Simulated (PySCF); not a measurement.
PySCF job for GeFCl, SMILES [F][Ge][Cl] (connectivity only; charge and spin as stated), neutral, multiplicity 1, TDDFT-PBE0/def2-SVPD. Coordinates come from a r2SCAN-D4/def2-TZVP optimisation.

```python
import numpy as np
from pyscf import gto, scf, dft, tdscf

mol = gto.M(
    atom='''
    Ge    0.43708326    0.49254884    0.00000000
    F    -1.14010573    1.24792101    0.00000000
    Cl   -0.21915957   -1.58781481    0.00000000
    ''',
    basis='def2-SVPD',
    charge=0,
    spin=0,
    symmetry=True,
    max_memory=1600,
    verbose=4,
)
mf = dft.RKS(mol, xc='pbe0').density_fit(auxbasis='def2-universal-jkfit')
mf.grids.level = 3
mf.conv_tol = 1e-9
mf.max_cycle = 100
mf.kernel()
mf.grids = dft.Grids(mol).set(level=1).build(with_non0tab=True)  # coarser grid for the response kernel
td = tdscf.TDDFT(mf)
td.singlet = True
td.nstates = 10
td.conv_tol = 1e-4
td.kernel(x0=td.get_init_guess(mf, 15))
td.analyze()
tt = tdscf.TDA(mf)
tt.singlet = False
tt.nstates = 4
tt.conv_tol = 1e-4
tt.kernel(x0=tt.get_init_guess(mf, 9))
tt.analyze(verbose=3)
```

Log of the run:

```
PySCF version 2.14.0

[INPUT] verbose = 4
[INPUT] num. atoms = 3
[INPUT] num. electrons = 58
[INPUT] charge = 0
[INPUT] spin (= nelec alpha-beta = 2S) = 0
[INPUT] symmetry True subgroup None
[INPUT] Mole.unit = angstrom
[INPUT] Symbol           X                Y                Z      unit          X                Y                Z       unit  Magmom
[INPUT]  1 Ge     0.437083260000   0.492548840000   0.000000000000 AA    0.825967655032   0.930782410572   0.000000000000 Bohr   0.0
[INPUT]  2 F     -1.140105730000   1.247921010000   0.000000000000 AA   -2.154487582747   2.358228933991   0.000000000000 Bohr   0.0
[INPUT]  3 Cl    -0.219159570000  -1.587814810000   0.000000000000 AA   -0.414151564877  -3.000535127428   0.000000000000 Bohr   0.0

nuclear repulsion = 246.271056347557
point group symmetry = Cs
symmetry origin: [1.95488906e-09 6.51629702e-09 0.00000000e+00]
symmetry axis x: [ 1.00000000e+00 -5.75454345e-10  0.00000000e+00]
symmetry axis y: [5.75454345e-10 1.00000000e+00 0.00000000e+00]
symmetry axis z: [0. 0. 1.]
num. orbitals of irrep A' = 61
num. orbitals of irrep A" = 27
number of shells = 34
number of NR pGTOs = 158
number of NR cGTOs = 88
basis = def2-SVPD
ecp = {}


******** <class 'pyscf.df.df_jk.DFSymAdaptedRKS'> ********
method = DFSymAdaptedRKS
initial guess = minao
damping factor = 0
level_shift factor = 0
DIIS = <class 'pyscf.scf.diis.CDIIS'>
diis_start_cycle = 1
diis_space = 8
diis_damp = 0
SCF conv_tol = 1e-09
SCF conv_tol_grad = None
SCF max_cycles = 100
direct_scf = False
XC library pyscf.dft.libxc version 7.1.2
    S. Lehtola, C. Steigemann, M. J. T. Oliveira, and M. A. L. Marques,  SoftwareX 7, 1–5 (2018)
XC functionals = pbe0
    C. Adamo and V. Barone,  J. Chem. Phys. 110, 6158 (1999)
    M. Ernzerhof and G. E. Scuseria,  J. Chem. Phys. 110, 5029 (1999)
radial grids:
    Treutler-Ahlrichs [JCP 102, 346 (1995); DOI:10.1063/1.469408] (M4) radial grids

becke partition: Becke, JCP 88, 2547 (1988); DOI:10.1063/1.454033
pruning grids: <function nwchem_prune>
grids dens level: 3
symmetrized grids: True
atomic radii adjust function: <function treutler_atomic_radii_adjust>
small_rho_cutoff = 0
Freeze 0 electrons in irreps []
    58 free electrons in irreps A' A"
Set gradient conv threshold to 3.16228e-05
Initial guess from minao.
tot grids = 53784
******** <class 'pyscf.df.df.DF'> ********
auxbasis = def2-universal-jkfit
init E= -2635.52834928064
HOMO (A') = -0.291775490569951  LUMO (A") = -0.1019986490594  gap/eV = 5.16409
cycle= 1 E= -2636.05567726139  delta_E= -0.527  |g|= 0.691  |ddm|= 1.91
HOMO (A') = -0.271631915428243  LUMO (A") = -0.137419807336896  gap/eV = 3.65210
cycle= 2 E= -2635.77152919241  delta_E= 0.284  |g|= 1.45  |ddm|= 1.79
HOMO (A') = -0.316842955105928  LUMO (A") = -0.117774288447485  gap/eV = 5.41693
cycle= 3 E= -2636.14617020531  delta_E= -0.375  |g|= 0.155  |ddm|= 1.06
HOMO (A') = -0.316377758557985  LUMO (A") = -0.109114900681551  gap/eV = 5.63991
cycle= 4 E= -2636.15050435993  delta_E= -0.00433  |g|= 0.0489  |ddm|=  0.2
HOMO (A') = -0.316184457391908  LUMO (A") = -0.109794405971624  gap/eV = 5.61616
cycle= 5 E= -2636.15100876474  delta_E= -0.000504  |g|= 0.00863  |ddm|= 0.0556
HOMO (A') = -0.316312616201143  LUMO (A") = -0.109405967059236  gap/eV = 5.63022
cycle= 6 E= -2636.1510268265  delta_E= -1.81e-05  |g|= 0.00195  |ddm|= 0.0102
HOMO (A') = -0.316195443999805  LUMO (A") = -0.109383815082372  gap/eV = 5.62763
cycle= 7 E= -2636.15102790701  delta_E= -1.08e-06  |g|= 0.00029  |ddm|= 0.00259
HOMO (A') = -0.316222128486721  LUMO (A") = -0.109405521656047  gap/eV = 5.62777
cycle= 8 E= -2636.15102792733  delta_E= -2.03e-08  |g|= 8.84e-05  |ddm|= 0.000501
HOMO (A') = -0.316220422411161  LUMO (A") = -0.109405506324558  gap/eV = 5.62772
cycle= 9 E= -2636.15102792908  delta_E= -1.75e-09  |g|= 2.03e-05  |ddm|= 0.000109
HOMO (A') = -0.31622138094925  LUMO (A") = -0.109407262979669  gap/eV = 5.62770
cycle= 10 E= -2636.15102792918  delta_E= -9.41e-11  |g|= 3.53e-06  |ddm|= 3.27e-05
HOMO (A') = -0.316220642062661  LUMO (A") = -0.109406601598798  gap/eV = 5.62770
Extra cycle  E= -2636.15102792917  delta_E= 8.19e-12  |g|= 5.16e-06  |ddm|= 7.96e-06
converged SCF energy = -2636.15102792917
tot grids = 19032


******** <class 'pyscf.tdscf.rks.TDDFT'> for <class 'pyscf.df.df_jk.DFSymAdaptedRKS'> ********
nstates = 10 singlet
deg_eia_thresh = 1.000e-03
wfnsym = None
conv_tol = 0.0001
eigh lindep = 1e-12
eigh level_shift = 0
eigh max_cycle = 100


Excitation energies (eV)
[4.51424728 5.06999708 5.70097435 7.30516047 7.33695324 7.52659606
 7.70392896 7.76718622 7.89770264 8.06880557]

** Singlet excitation energies and oscillator strengths **
Excited State   1:   A"      4.51425 eV    274.65 nm  f=0.0409
      29 -> 30       -0.69947
Excited State   2:   A"      5.07000 eV    244.54 nm  f=0.0050
      28 -> 30       -0.70086
Excited State   3:   A'      5.70097 eV    217.48 nm  f=0.0179
      27 -> 30        0.68038
      29 -> 31       -0.15701
Excited State   4:   A'      7.30516 eV    169.72 nm  f=0.1188
      25 -> 30        0.18758
      28 -> 31        0.11822
      28 -> 32       -0.14501
      29 -> 31       -0.49713
      29 -> 32       -0.40988
Excited State   5:   A"      7.33695 eV    168.99 nm  f=0.0198
      24 -> 30        0.16159
      26 -> 30        0.67892
Excited State   6:   A'      7.52660 eV    164.73 nm  f=0.3539
      25 -> 30       -0.15886
      28 -> 32       -0.24206
      29 -> 31       -0.37191
      29 -> 32        0.50479
Excited State   7:   A'      7.70393 eV    160.94 nm  f=0.0485
      25 -> 30        0.20423
      28 -> 31       -0.65742
      29 -> 31       -0.11883
Excited State   8:   A"      7.76719 eV    159.63 nm  f=0.0024
      24 -> 30        0.67222
      26 -> 30       -0.14080
      27 -> 31        0.14466
Excited State   9:   A"      7.89770 eV    156.99 nm  f=0.0149
      24 -> 30       -0.13125
      27 -> 31        0.68328
Excited State  10:   A'      8.06881 eV    153.66 nm  f=0.0897
      24 -> 31        0.10244
      25 -> 30       -0.60637
      26 -> 32       -0.11119
      28 -> 31       -0.19703
      29 -> 32       -0.22329

** Transition electric dipole moments (AU) **
state          X           Y           Z        Dip. S.      Osc.
  1        -0.0000     -0.0000     -0.6082      0.3700      0.0409
  2        -0.0000     -0.0000     -0.2005      0.0402      0.0050
  3         0.0859      0.3478      0.0000      0.1283      0.0179
  4         0.3637     -0.7292      0.0000      0.6640      0.1188
  5        -0.0000     -0.0000     -0.3316      0.1099      0.0198
  6        -0.7543     -1.1620      0.0000      1.9193      0.3539
  7         0.0018     -0.5067      0.0000      0.2567      0.0485
  8         0.0000      0.0000      0.1127      0.0127      0.0024
  9         0.0000      0.0000     -0.2779      0.0772      0.0149
 10         0.6664     -0.0986      0.0000      0.4538      0.0897

** Transition velocity dipole moments (imaginary part, AU) **
state          X           Y           Z        Dip. S.      Osc.
  1         0.0000     -0.0000     -0.1036      0.0107      0.0431
  2         0.0000      0.0000     -0.0372      0.0014      0.0050
  3         0.0181      0.0717      0.0000      0.0055      0.0174
  4         0.0991     -0.1963     -0.0000      0.0483      0.1200
  5         0.0000      0.0000     -0.0908      0.0082      0.0204
  6        -0.2112     -0.3230     -0.0000      0.1490      0.3590
  7         0.0016     -0.1445      0.0000      0.0209      0.0492
  8        -0.0000     -0.0000      0.0337      0.0011      0.0027
  9         0.0000      0.0000     -0.0821      0.0067      0.0155
 10         0.1958     -0.0281      0.0000      0.0391      0.0879

** Transition magnetic dipole moments (imaginary part, AU) **
state          X           Y           Z
  1         0.9339     -1.0563     -0.0000
  2         0.5570     -0.1834     -0.0000
  3        -0.0000      0.0000      0.0371
  4        -0.0000     -0.0000      1.4704
  5        -0.2627     -0.4727     -0.0000
  6         0.0000      0.0000      0.3059
  7        -0.0000      0.0000      0.4458
  8         0.7125      0.4131      0.0000
  9        -0.0819     -0.1816     -0.0000
 10        -0.0000     -0.0000      0.7808


******** <class 'pyscf.tdscf.rks.TDA'> for <class 'pyscf.df.df_jk.DFSymAdaptedRKS'> ********
nstates = 4 triplet
deg_eia_thresh = 1.000e-03
wfnsym = None
conv_tol = 0.0001
eigh lindep = 1e-12
eigh level_shift = 0
eigh max_cycle = 100


Excitation energies (eV)
[3.10797459 4.88495577 4.90694906 5.74017806]

** Triplet excitation energies and oscillator strengths **
Excited State   1:   A"      3.10797 eV    398.92 nm  f=0.0000
Excited State   2:   A"      4.88496 eV    253.81 nm  f=0.0000
Excited State   3:   A'      4.90695 eV    252.67 nm  f=0.0000
Excited State   4:   A'      5.74018 eV    215.99 nm  f=0.0000
```

Self-consistency was reached.
